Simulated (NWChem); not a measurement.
# chlorotrifluoromethane (CClF3); SMILES FC(Cl)(F)F

Program: NWChem. The geometry was optimised at PBE0/def2-SVP.

Diagonal of the polarisability tensor at CAM-B3LYP/def2-SVPD, static: 28.36, 28.36, 36.07 bohr³.

Q: Find the mean polarisability volume, the molar refraction, and the refractive index that an ideal gas of it would have at 273.15 K and 1 atm.

A: 
1. Mean: one third of the trace = 30.93 bohr³ × 0.14818 Å³/bohr³ = 4.58 Å³.
2. Molar refraction (Lorentz-Lorenz): (4π/3) N_A α = 11.6 cm³/mol.
3. Number density p/kT = 2.687 × 10⁻⁵ Å⁻³; n − 1 = 2π N α = 7.74 × 10⁻⁴.
4. These hold the electronic response alone: vibrational and orientational terms add to the static dielectric constant.
